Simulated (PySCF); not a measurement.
**Spin states of GaI**

Unrestricted PBE0; basis Ga x2c-TZVPPall, I x2c-TZVPPall; spin-free X2C with a Gaussian nucleus; PySCF 2.14. Outer shells of the fragments: Ga 3d10 4s2 4p1; I 4d10 5s2 5p5.

Followed along the bond (rough minima from three points):

```
2Ms+1  unpaired  ⟨S²⟩ at the start  R at minimum (Å)  Te (eV)
    1      none               0.00              2.59     0.00
    3  σ ↑, π ↑               2.01              2.55     3.14
```

Solutions found at the starting distance of 2.515 Å, counted from the lowest of them; the search is not exhaustive and high or unbound solutions are not listed, so other states can lie among these:

```
2Ms+1  unpaired   term  E (eV)  ⟨S²⟩  ⟨Lz²⟩  μ (D)
    1      none    ¹Σ⁺    0.00  0.00   0.00  -2.04
    3  σ ↑, π ↑     ³Π    3.12  2.01   1.00  -0.66
    1  σ ↑, π ↓  mixed    3.52  1.01   1.01  -0.22
    3      π ↑↑  mixed    4.51  2.01   2.01   3.12
    3      π ↑↑  mixed    4.69  2.01   2.02   3.19
    3      σ ↑↑    ³Σ⁺    5.29  2.00   0.00   0.07
```

A term symbol is given only where ⟨S²⟩ and ⟨Lz²⟩ are close to those of a pure state; real π, δ and φ orbitals otherwise mix terms. A positive dipole means Ga(−)I(+).

Spin–orbit coupling is left out. Counting both spins, an empty level lies below a filled one in some of these solutions, because spin and occupation are held.
